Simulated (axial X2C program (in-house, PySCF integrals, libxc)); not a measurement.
# Potential curves of RuF, two-component

Calculated with an in-house relativistic program for diatomic molecules. Two-component (2c) means X2C with spin–orbit coupling and atomic mean-field two-electron Coulomb and Gaunt terms. Basis: Ru dyall-cv3z [12s12p8d5f3g], F dyall-av3z [7s6p3d2f] (cores contracted in-house); Gaussian nuclei, density fitting, unrestricted open shells. Masses: Ru 101.904 u, F 18.998 u.

State: Ω = 9/2 (⟨Sz⟩ = 1.52, ⟨Lz⟩ = 2.98 at PBE0). Energies in cm⁻¹ from the lowest point of each curve. Fits are polynomials in 1 − R0/R over 0.85 to 1.23 times the lowest point R0.

| R (Å) | PBE0 | LDA |
| --- | --- | --- |
| 1.7354 | 2789 | 1642 |
| 1.7926 | 1053 | 387 |
| 1.8498 | 200 | 0 |
| 1.9070 | 0 | 247 |
| 1.9737 | 364 | 1099 |
| 2.0405 | 1182 | 2367 |
| 2.1263 | 2671 | 4367 |

The state is a single determinant with fixed occupations, the lowest that a limited PBE0 search found. Density functionals use the spin component along the axis (collinear). Other states lie close and PBE0, whose exact exchange favours high spin, may order them wrongly; the determinant shown need not be the ground state. The nearest other spin-free determinant of the search, M_S = 3/2, Λ = 2, lies 0.02 eV up at the distance of the search. Without a current term, density functionals place determinants with orbital angular momentum somewhat too high. With several unpaired electrons one determinant need not be a pure state. A state of lower Ω lies just above, and one determinant can place such states too high, so the state shown need not be the lowest. The search has Ω = 7/2 only 0.09 eV up. At some level and bond length an empty orbital lies below a filled one.

(1) What are Re and ωe at the PBE0 level?

(2) What are Re and ωe at the LDA level?

Results:

(1) At PBE0, 2c: Re = 1.899 Å, ωe ≈ 566 cm⁻¹; Be follows as 0.292 cm⁻¹.

(2) At LDA, 2c: Re = 1.853 Å, ωe ≈ 630 cm⁻¹; Be follows as 0.307 cm⁻¹.
